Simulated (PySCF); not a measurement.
C2Ti, SMILES [C]1[C][Ti]1 (connectivity only; charge and spin as stated), neutral, multiplicity 3.

The structure is a stationary point at B3LYP-D3(BJ)/def2-TZVP. The spin state was assumed, not searched.

Level of theory: TDA-PBE/def2-TZVPD in PySCF.

Vertical excitations. Gas-phase values at a fixed geometry.

Computed lowest excited states:
| state | energy (eV) | λ (nm) | f | main pairs |
|---|---|---|---|---|
| root 1 | 0.26 | 4693 | 0.000 | α HOMO→LUMO 96 % |
| root 2 | 0.37 | 3323 | 0.000 | α HOMO−1→LUMO 99 % |
| root 3 | 0.74 | 1679 | 0.002 | α HOMO→LUMO+1 99 % |
| root 4 | 0.85 | 1466 | 0.000 | α HOMO→LUMO+2 98 % |
| root 5 | 1.20 | 1036 | 0.014 | α HOMO−1→LUMO+2 96 % |
| root 6 | 1.31 | 947 | 0.011 | α HOMO−1→LUMO+1 96 % |
| root 7 | 1.31 | 945 | 0.004 | α HOMO→LUMO+3 98 % |
| root 8 | 1.78 | 698 | 0.011 | α HOMO−1→LUMO+3 97 % |
| root 9 | 1.92 | 644 | 0.000 | α HOMO−2→LUMO 94 %, β HOMO→LUMO 6 % |
| root 10 | 2.27 | 547 | 0.004 | α HOMO−2→LUMO+1 64 %, β HOMO→LUMO+1 23 %, β HOMO→LUMO+4 9 % |
Unrestricted roots are not spin-pure.
